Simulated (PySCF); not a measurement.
C₂H₄FGeN.
SMILES with atom numbers: `[CH:1]#[C:2][Ge@@H:3]([NH2:4])[F:5]` (hydrogens: H6 on C1; H7 on Ge3; H8, H9 on N4)

Computed, not measured: PySCF 2.14.0, PBE0-D3(BJ)/def2-SVP geometry optimisation, gas phase.

Question: Give the optimised bond lengths and angles.

Answer: 
| bond | length (Å) |
| --- | --- |
| C1≡C2 | 1.215 |
| C2–Ge3 | 1.891 |
| Ge3–N4 | 1.803 |
| Ge3–F5 | 1.749 |
| C1–H6 | 1.076 |
| Ge3–H7 | 1.527 |
| N4–H8, N4–H9 | 1.015 |

Bonds in one row agree within 0.01 Å and their mean is given. A selection of angles:
| angle | degrees |
| --- | --- |
| C2–C1–H6 | 179.9 |
| C1–C2–Ge3 | 179.2 |
| C2–Ge3–N4 | 108.2 |
| C2–Ge3–F5 | 105.9 |
| C2–Ge3–H7 | 114.3 |
| N4–Ge3–F5 | 111.8 |
| N4–Ge3–H7 | 111.1 |
| F5–Ge3–H7 | 105.6 |
| Ge3–N4–H8 | 116.5 |
| H8–N4–H9 | 110.2 |

N4 (nitrogen bonded to Ge and 2 H) is pyramidal (angles 116.5°, 116.1° and 110.2°, sum 342.8°, 0.29 Å off the plane of its three neighbours). Ge3 (germanium bonded to C, F, N and H) is distorted tetrahedral (angles from 105.6° to 114.3°).

Point group: C1 (no symmetry element, even within 0.4 Å). PBE0-D3(BJ)/def2-SVP frequencies: not computed here. One conformer, not necessarily the lowest (C2–Ge3–N4–H 179° and 47°).

Hardware: Arm Neoverse V1, one thread, no GPU, on a shared host. Cost: 1.8 min. These figures are those of the optimisation.
